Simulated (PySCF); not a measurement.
Working out the ionisation energy of Kr⁺

Kr⁺ [Ar] 3d10 4s2 4p5 (2P) → Kr²⁺ [Ar] 3d10 4s2 4p4 (3P). All numbers are calculated (PySCF 2.14, scalar relativity through the core potential, in aug-cc-pVTZ-PP with ECP10MDF). Frozen: 3s2 3p6 3d10. Energies in hartree (1 hartree = 27.21139 eV):

```tsv
part	Kr⁺ (lower)	Kr²⁺ (upper)
UHF	-461.718388	-460.864347
MP2 opposite-spin	-0.109295	-0.085381
MP2 same-spin	-0.031877	-0.024619
```

**Question.** What does Hartree-Fock give?

**Answer.** (-460.864347) − (-461.718388) = 0.854041 hartree = 23.240 eV.

**Question.** What do MP2 and SCS-MP2 (6/5 opposite-spin, 1/3 same-spin) give?

**Answer.** The opposite-spin parts differ by 0.651 eV and the same-spin parts by 0.198 eV. MP2: 23.240 + (0.651) + (0.198) = 24.089 eV. SCS-MP2: 23.240 + 1.2 × (0.651) + (0.198)/3 = 24.087 eV.

Reference: 24.360 eV (measured; NIST Atomic Spectra Database, ionization energies), between the lowest levels; spin-orbit coupling is absent from the calculation.

What remains against the reference includes basis incompleteness, the frozen core and correlation beyond second order.
